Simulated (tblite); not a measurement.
Compound: C2H8SeSi.
Bonds: C1–C2, C2–Si3, Si3–Se4. Hydrogens: H5, H6, H7 on C1; H8, H9 on C2; H10, H11 on Si3; H12 on Se4.

Computed with GFN2-xTB (tblite), gas phase: L-BFGS steps from a force-field or distance-geometry start until the largest atomic force falls under 0.01 eV/Å.

Step 79: E = -361.4386 eV
```
atom  x, y, z in Å  |  force x, y, z in eV/Å
C1     -1.6914    0.2124    0.0913    0.004   0.013  -0.024
C2     -0.2592    0.4014   -0.3943   -0.048   0.027  -0.089
Si3     0.9439   -0.7883    0.4690   -0.003   0.019  -0.019
Se4     3.0664   -0.1453   -0.1301   -0.038   0.091  -0.048
H5     -2.0425   -0.7937   -0.1280    0.039   0.002   0.007
H6     -2.3675    0.9146   -0.3935    0.030   0.021  -0.012
H7     -1.7588    0.3646    1.1660    0.010   0.014  -0.012
H8     -0.2184    0.2291   -1.4738   -0.032   0.020   0.033
H9      0.0544    1.4399   -0.2407   -0.068  -0.095   0.057
H10     0.7850   -2.1630   -0.0098   -0.002   0.038   0.069
H11     0.8254   -0.6741    1.9237    0.058  -0.046  -0.034
H12     2.6636    1.0018   -0.9056    0.050  -0.103   0.071
```

Step 80: E = -361.4396 eV
```
atom  x, y, z in Å  |  force x, y, z in eV/Å
C1     -1.6901    0.2159    0.0926   -0.018  -0.006  -0.009
C2     -0.2608    0.3975   -0.3997   -0.021  -0.001  -0.060
Si3     0.9435   -0.7904    0.4655   -0.007   0.021  -0.026
Se4     3.0640   -0.1427   -0.1327   -0.004   0.009   0.007
H5     -2.0428   -0.7910   -0.1201    0.024   0.002   0.013
H6     -2.3666    0.9167   -0.3928    0.023   0.024  -0.017
H7     -1.7523    0.3743    1.1667    0.005   0.010  -0.009
H8     -0.2258    0.2198   -1.4772   -0.024   0.012  -0.006
H9      0.0559    1.4343   -0.2522   -0.051  -0.045   0.060
H10     0.7894   -2.1656   -0.0111   -0.005   0.029   0.059
H11     0.8252   -0.6809    1.9200    0.053  -0.037  -0.024
H12     2.6614    1.0113   -0.8850    0.023  -0.018   0.013
```

Step 81: E = -361.4408 eV
```
atom  x, y, z in Å  |  force x, y, z in eV/Å
C1     -1.6907    0.2126    0.0896   -0.015   0.017  -0.028
C2     -0.2608    0.4020   -0.3952    0.006   0.010  -0.064
Si3     0.9440   -0.7872    0.4682   -0.015   0.011  -0.033
Se4     3.0641   -0.1448   -0.1356    0.012  -0.032   0.033
H5     -2.0379   -0.7936   -0.1294    0.008  -0.034   0.012
H6     -2.3673    0.9127   -0.3966    0.017   0.028  -0.013
H7     -1.7564    0.3671    1.1632   -0.008   0.010   0.019
H8     -0.2206    0.2343   -1.4745   -0.019   0.011   0.003
H9      0.0510    1.4386   -0.2357   -0.044  -0.048   0.049
H10     0.7841   -2.1638   -0.0034   -0.003   0.034   0.056
H11     0.8318   -0.6755    1.9226    0.050  -0.034  -0.016
H12     2.6599    0.9969   -0.8990    0.011   0.027  -0.017
```

Step 82: E = -361.4440 eV
```
atom  x, y, z in Å  |  force x, y, z in eV/Å
C1     -1.6948    0.1967    0.0752   -0.009  -0.012  -0.007
C2     -0.2595    0.4289   -0.3717    0.026  -0.007  -0.012
Si3     0.9443   -0.7677    0.4852   -0.020   0.012  -0.061
Se4     3.0669   -0.1596   -0.1418    0.015  -0.019   0.032
H5     -2.0134   -0.8110   -0.1806    0.000  -0.013   0.043
H6     -2.3742    0.8940   -0.4095   -0.004   0.049  -0.011
H7     -1.7847    0.3241    1.1517   -0.026  -0.016  -0.026
H8     -0.1940    0.3047   -1.4550   -0.002   0.000  -0.003
H9      0.0275    1.4625   -0.1612   -0.021  -0.019   0.025
H10     0.7606   -2.1459    0.0291   -0.009   0.018   0.040
H11     0.8572   -0.6515    1.9396    0.039  -0.020   0.000
H12     2.6652    0.9241   -0.9868    0.011   0.028  -0.020
```

Q: Estimate the geometry and energy of step 83. (The exact step hangs on the optimiser's Hessian estimate; all steps are aligned on step 82, rigid shifts and turns removed.)

A: E = -361.4444 eV, largest force 0.171 eV/Å
```
atom  x, y, z in Å  |  force x, y, z in eV/Å
C1     -1.7008    0.1755    0.0584    0.056   0.049  -0.020
C2     -0.2589    0.4577   -0.3444   -0.003   0.075  -0.028
Si3     0.9460   -0.7438    0.5014   -0.007  -0.014  -0.047
Se4     3.0750   -0.1757   -0.1412   -0.049   0.127  -0.104
H5     -1.9899   -0.8299   -0.2334   -0.003  -0.046   0.035
H6     -2.3815    0.8723   -0.4258   -0.014   0.041   0.012
H7     -1.8169    0.2717    1.1364   -0.039  -0.024  -0.056
H8     -0.1624    0.3869   -1.4337   -0.013   0.009   0.123
H9     -0.0058    1.4886   -0.0713   -0.019  -0.101  -0.048
H10     0.7267   -2.1228    0.0622    0.002   0.017   0.032
H11     0.8911   -0.6191    1.9568    0.025  -0.018  -0.005
H12     2.6787    0.8378   -1.0910    0.064  -0.114   0.108
```

The energy changes by -0.0005 eV. The first-order estimate −F·Δx gives -0.0037 eV and the mean of the old and new forces, exact on a quadratic surface, +0.0003 eV. The step makes an angle of 84° with the force vector and moves no atom by more than 0.136 Å.

The cost below is that of the whole relaxation. Hardware: Arm Neoverse V1, one thread, shared host. Cost: 0.52 s.
